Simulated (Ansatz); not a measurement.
Computed with Ansatz on PBE0-D4/def2-TZVP structures; ΔE is electronic, products minus reactants. CBS: MP2 limit from def2 TZ/QZ plus the TZ coupled-cluster correction, frozen cores. This one scheme is used for every species. DFT in def2-TZVPP. HSE06 is defined as in plane-wave codes. No spin–orbit coupling; open shells (•) take unrestricted orbitals. For Ge outer-core shells are correlated without core-valence functions, which leaves a few kJ/mol of doubt a bond. Scalar relativity is left out up to krypton. Each species was taken in one conformer, which may not be the lowest.

Consider the homolysis of the Ge–Si bond: `[OH][Ge]([F])([F])[SiH3]` → `[OH][Ge]([F])[F]`• + `[SiH3]`•.

`[OH][Ge]([F])([F])[SiH3]`:

```xyz
9

O     1.564    1.063    0.840
Ge    0.641   -0.348    0.363
F     1.683   -1.367   -0.574
F     0.376   -1.305    1.782
Si   -1.374    0.200   -0.772
H     2.371    0.852    1.319
H    -2.041   -1.074   -1.128
H    -1.013    0.974   -1.982
H    -2.207    1.004    0.152
```

`[OH][Ge]([F])[F]`•:

```xyz
5

O     0.438   -1.094    0.365
Ge    0.249    0.631    0.052
F    -0.705    1.211    1.366
F    -0.720    0.833   -1.373
H     0.739   -1.581   -0.410
```

`[SiH3]`•:

```xyz
4

Si   -0.306    0.080    0.117
H     0.013   -1.291    0.592
H     0.656    1.075    0.658
H    -0.363    0.136   -1.367
```

| level | ΔE (kJ/mol) | difference from CCSD(T)/CBS |
| --- | --- | --- |
| HSE06-D4 | 317.9 | -26.5 |
| CAM-B3LYP-D4 | 319.9 | -24.5 |
| ωB97M-V | 328.1 | -16.3 |
| PBE | 300.3 | -44.1 |
| r2SCAN | 302.5 | -41.9 |
| PBE0 | 312.0 | -32.4 |
| CCSD/def2-SVP | 314.4 | -30.0 |
| CCSD(T)/def2-SVP | 317.0 | -27.4 |
| HF/def2-QZVPP | 250.5 | -93.9 |
| MP2/CBS(def2) | 345.5 | 1.1 |
| CCSD(T)/CBS | 344.4 | 0 |

Largest T1 diagnostic among the species: 0.015.

From PBE to PBE0 (25 % exact exchange), in def2-TZVPP and without D4, ΔE moves by +11.7 kJ/mol. The D4 term adds +11.6 kJ/mol with B3LYP and +6.5 kJ/mol with PBE0; it sums over pairs of atoms, weighted by their polarisabilities, and B3LYP, whose exchange is more repulsive, gets the larger term. In def2-TZVPP, CCSD(T) changes the Hartree–Fock value by +77.5 kJ/mol (the triples alone add +4.0 kJ/mol) and MP2 by +78.6 kJ/mol; breaking electron pairs costs correlation energy, which Hartree–Fock lacks.

B3LYP here is the variant with VWN-RPA as its local correlation; programs differ in this.

CCSD(T)/CBS has its own doubt, a few kJ/mol and more with outer-core shells, so smaller differences from it don't rank the levels.
